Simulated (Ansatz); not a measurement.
`C[CH]([GeH3])Br` + `CN[SiH3]` → `C[N]([SiH3])[GeH3]` + `CCBr`  (ligand exchange at a Ge–C bond)

Isolated molecules relaxed with PBE0-D4/def2-TZVP in Ansatz; ΔE leaves out vibrations. CBS: MP2 limit from def2 TZ/QZ plus the TZ coupled-cluster correction, frozen cores. Functionals use def2-TZVPP. B3LYP here is the variant with VWN-RPA as its local correlation; programs differ in this. For Br, Ge outer-core shells are correlated without core-valence functions, which leaves a few kJ/mol of doubt a bond. Scalar relativity is left out up to krypton.

```json
{"level": "PBE-D4", "ΔE (kcal/mol)": "-6.0", "difference from CCSD(T)/CBS": "0.6"}
{"level": "B3LYP-D4", "ΔE (kcal/mol)": "-7.4", "difference from CCSD(T)/CBS": "-0.8"}
{"level": "PBE", "ΔE (kcal/mol)": "-5.8", "difference from CCSD(T)/CBS": "0.8"}
{"level": "r2SCAN", "ΔE (kcal/mol)": "-6.7", "difference from CCSD(T)/CBS": "-0.1"}
{"level": "PBE0", "ΔE (kcal/mol)": "-6.3", "difference from CCSD(T)/CBS": "0.3"}
{"level": "HF/def2-TZVPP", "ΔE (kcal/mol)": "-9.3", "difference from CCSD(T)/CBS": "-2.7"}
{"level": "MP2/def2-TZVPP", "ΔE (kcal/mol)": "-7.3", "difference from CCSD(T)/CBS": "-0.7"}
{"level": "SCS-MP2/def2-TZVPP", "ΔE (kcal/mol)": "-7.9", "difference from CCSD(T)/CBS": "-1.3"}
{"level": "SCS-MP2/def2-QZVPP", "ΔE (kcal/mol)": "-7.5", "difference from CCSD(T)/CBS": "-0.9"}
{"level": "CCSD/CBS(def2)", "ΔE (kcal/mol)": "-6.7", "difference from CCSD(T)/CBS": "-0.1"}
{"level": "CCSD(T)/CBS", "ΔE (kcal/mol)": "-6.6", "difference from CCSD(T)/CBS": "0"}
```

Largest T1 diagnostic among the species: 0.011.

In def2-TZVPP, CCSD(T) changes the Hartree–Fock value by +1.8 kcal/mol (the triples alone add +0.1 kcal/mol) and MP2 by +1.9 kcal/mol.
